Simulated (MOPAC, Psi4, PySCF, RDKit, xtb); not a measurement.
Conformational energy of SMILES O=C[SiH2]C[SiH3] (C2H8OSi2). Scanned: dihedral C2–Si3–C4–Si5; all other coordinates were relaxed at GFN2-xTB. Points at φ and −φ are mirror images.

Atom numbering (GFN2-xTB optimised geometry, Å):
```
13

O     -0.8368    -0.6549     1.7184
C     -1.6586    -0.1714     0.9791
Si    -1.1749     0.6264    -0.6953
C      0.5922     0.0526    -1.0121
Si     1.6398    -0.4040     0.5351
H     -2.7239    -0.1796     1.2916
H     -2.1712     0.1757    -1.6744
H     -1.3105     2.0725    -0.4898
H      0.5772    -0.8215    -1.6650
H      1.1243     0.8241    -1.5691
H      1.5154     0.6134     1.5734
H      3.0331    -0.3568     0.0495
H      1.3939    -1.7765     0.9586
```

Computed with: HF/cc-pVTZ // GFN2-xTB (Psi4); GFN1-xTB // GFN2-xTB (xtb); RKS-B3LYP/6-31G* = PySCF with restricted B3LYP/6-31G*, spherical d, density fitting // GFN2-xTB; PM7, restricted, heats of formation // GFN2-xTB (MOPAC); UFF // GFN2-xTB (RDKit); MP2/cc-pVTZ = DF-MP2 (frozen core)/cc-pVTZ // GFN2-xTB in Psi4 1.11.

Energies in kJ/mol, each method relative to its own lowest point.

```json
[
 {"φ / °": "-160", "HF/cc-pVTZ": "0.7", "GFN1-xTB": "43.7", "RKS-B3LYP/6-31G*": "0.0", "PM7": "3.3", "UFF": "2.2", "MP2/cc-pVTZ": "0.4"},
 {"φ / °": "-140", "HF/cc-pVTZ": "2.2", "GFN1-xTB": "44.4", "RKS-B3LYP/6-31G*": "0.3", "PM7": "5.2", "UFF": "6.8", "MP2/cc-pVTZ": "1.5"},
 {"φ / °": "-120", "HF/cc-pVTZ": "3.1", "GFN1-xTB": "44.6", "RKS-B3LYP/6-31G*": "0.9", "PM7": "6.4", "UFF": "9.1", "MP2/cc-pVTZ": "2.2"},
 {"φ / °": "-100", "HF/cc-pVTZ": "2.4", "GFN1-xTB": "43.8", "RKS-B3LYP/6-31G*": "1.1", "PM7": "5.2", "UFF": "5.9", "MP2/cc-pVTZ": "1.3"},
 {"φ / °": "-80", "HF/cc-pVTZ": "1.9", "GFN1-xTB": "41.7", "RKS-B3LYP/6-31G*": "1.2", "PM7": "2.5", "UFF": "0.4", "MP2/cc-pVTZ": "0.1"},
 {"φ / °": "-60", "HF/cc-pVTZ": "4.3", "GFN1-xTB": "38.5", "RKS-B3LYP/6-31G*": "2.4", "PM7": "0.0", "UFF": "0.8", "MP2/cc-pVTZ": "1.5"},
 {"φ / °": "-40", "HF/cc-pVTZ": "13.1", "GFN1-xTB": "7.0", "RKS-B3LYP/6-31G*": "5.9", "PM7": "15.5", "UFF": "32.7", "MP2/cc-pVTZ": "3.7"},
 {"φ / °": "-20", "HF/cc-pVTZ": "16.9", "GFN1-xTB": "1.3", "RKS-B3LYP/6-31G*": "8.6", "PM7": "15.7", "UFF": "49.7", "MP2/cc-pVTZ": "6.7"},
 {"φ / °": "0", "HF/cc-pVTZ": "18.5", "GFN1-xTB": "0.0", "RKS-B3LYP/6-31G*": "9.8", "PM7": "16.2", "UFF": "56.7", "MP2/cc-pVTZ": "8.1"},
 {"φ / °": "20", "HF/cc-pVTZ": "16.9", "GFN1-xTB": "1.3", "RKS-B3LYP/6-31G*": "8.6", "PM7": "15.7", "UFF": "49.7", "MP2/cc-pVTZ": "6.7"},
 {"φ / °": "40", "HF/cc-pVTZ": "13.1", "GFN1-xTB": "7.0", "RKS-B3LYP/6-31G*": "5.9", "PM7": "15.5", "UFF": "32.7", "MP2/cc-pVTZ": "3.7"},
 {"φ / °": "60", "HF/cc-pVTZ": "4.3", "GFN1-xTB": "38.5", "RKS-B3LYP/6-31G*": "2.4", "PM7": "0.0", "UFF": "0.8", "MP2/cc-pVTZ": "1.5"},
 {"φ / °": "80", "HF/cc-pVTZ": "1.9", "GFN1-xTB": "41.7", "RKS-B3LYP/6-31G*": "1.2", "PM7": "2.5", "UFF": "0.4", "MP2/cc-pVTZ": "0.1"},
 {"φ / °": "100", "HF/cc-pVTZ": "2.4", "GFN1-xTB": "43.8", "RKS-B3LYP/6-31G*": "1.1", "PM7": "5.2", "UFF": "5.9", "MP2/cc-pVTZ": "1.3"},
 {"φ / °": "120", "HF/cc-pVTZ": "3.1", "GFN1-xTB": "44.6", "RKS-B3LYP/6-31G*": "0.9", "PM7": "6.4", "UFF": "9.1", "MP2/cc-pVTZ": "2.2"},
 {"φ / °": "140", "HF/cc-pVTZ": "2.2", "GFN1-xTB": "44.4", "RKS-B3LYP/6-31G*": "0.3", "PM7": "5.2", "UFF": "6.8", "MP2/cc-pVTZ": "1.5"},
 {"φ / °": "160", "HF/cc-pVTZ": "0.7", "GFN1-xTB": "43.7", "RKS-B3LYP/6-31G*": "0.0", "PM7": "3.3", "UFF": "2.2", "MP2/cc-pVTZ": "0.4"},
 {"φ / °": "180", "HF/cc-pVTZ": "0.0", "GFN1-xTB": "43.3", "RKS-B3LYP/6-31G*": "0.1", "PM7": "2.5", "UFF": "0.0", "MP2/cc-pVTZ": "0.0"}
]
```

Root-mean-square difference from the MP2/cc-pVTZ profile, itself a level with limits, after the best constant shift (kJ/mol): HF/cc-pVTZ 4.0, GFN1-xTB 20.0, RKS-B3LYP/6-31G* 1.2, PM7 3.7, UFF 16.7.
